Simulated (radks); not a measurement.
Effect of the nuclear size on the rhodium ion Rh3+, [Kr] 4d6. Method: Dirac Kohn-Sham, LDA (Slater exchange, Perdew-Wang correlation), spin-unpolarised, spherical densities, finite nucleus; open shells fill j = l - 1/2 first; Fermi nuclear charge, rms radius 4.4945 fm; computed with a radial shooting solver on a logarithmic mesh with Libxc functionals. The rms radius is varied about that value; shifts are against it.

rms radius (fm)  total energy shift (eV)  density at nucleus (e/bohr^3)  1s1/2 shift (meV)  2s1/2 shift (meV)  4s1/2 shift (meV)  4p1/2 shift (meV)  5s1/2 (empty) shift (meV)
3.7214                            -0.691                      1.233e+05               -292              -32.0              -1.09              0.058                     -0.177
4.099                             -0.368                      1.219e+05               -155              -17.0             -0.580              0.031                     -0.094
4.4945                                 0                      1.205e+05              0.000              0.000              0.000              0.000                      0.000
4.7687                             0.272                      1.196e+05                115               12.6              0.430             -0.023                      0.070
5.1552                             0.680                      1.184e+05                287               31.5               1.07             -0.057                      0.175

Slopes of the eigenvalues against <r^2> in GHz/fm^2, as finite differences over the two radii next to the reference (eigenvalue slopes, not the field-shift constants of lines): 1s1/2 11000, 2s1/2 1210, 4s1/2 41.1, 4p1/2 -2.20, 5s1/2 (empty) 6.69.
